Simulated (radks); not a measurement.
Polarisabilities and homonuclear dispersion coefficients (atomic units). Calculated with a radial shooting solver on a logarithmic mesh with Libxc functionals: scalar-relativistic Kohn-Sham, PBE, spin-unpolarised, spherical densities, finite nucleus; Fermi nuclear charge, rms radius of each element as measured or else 0.836 A^(1/3) + 0.57 fm. Response by self-consistent Sternheimer equations with the Hartree and adiabatic LDA kernel, the relativistic mass of each level held fixed and spin-orbit coupling left out. For heavy and open-shell atoms this level of theory can miss by tens of per cent. "Uncoupled" leaves out the induced potential. Quadrupole and octupole values are given only where no p, d or f shell is open.

| species | configuration | alpha1 (bohr^3) | alpha1, uncoupled | alpha2 (bohr^5) | alpha3 (bohr^7) | C6 | C8 | recommended alpha1 |
|---|---|---|---|---|---|---|---|---|
| Ga | [Ar] 3d10 4s2 4p1 | 68.94 | 90.41 | - | - | 569.8 | - | 50 +/- 3 |
| Os | [Xe] 4f14 5d6 6s2 | 51.48 | 106.7 | - | - | 584.7 | - | 57 +/- 3 |
| Ir2+ | [Xe] 4f14 5d7 | 10.77 | 17.08 | - | - | 70.27 | - | - |
| Si2+ | [Ne] 3s2 | 11.28 | 19.17 | 35.80 | 183.4 | 38.19 | 762.6 | - |
| Re | [Xe] 4f14 5d5 6s2 | 58.35 | 122.0 | - | - | 689.1 | - | 62 +/- 3 |
| Co3+ | [Ar] 3d6 | 1.950 | 2.413 | - | - | 4.717 | - | - |
| Tl3+ | [Xe] 4f14 5d10 | 5.369 | 8.665 | 21.15 | 81.66 | 31.48 | 458.8 | - |
| Pr | [Xe] 4f3 6s2 | 206.6 | 331.8 | - | - | 3557 | - | 216 +/- 20 |
| Sm+ | [Xe] 4f6 6s1 | 80.00 | 140.0 | - | - | 716.2 | - | - |
| Ho3+ | [Xe] 4f10 | 5.247 | 10.34 | - | - | 27.56 | - | - |

Recommended values: Schwerdtfeger and Nagle, table of static dipole polarisabilities (2023 update), measured or computed.

Beside tabulated values, note that spin-unpolarised runs miss the spin-polarisation part of the exchange energy of open shells.
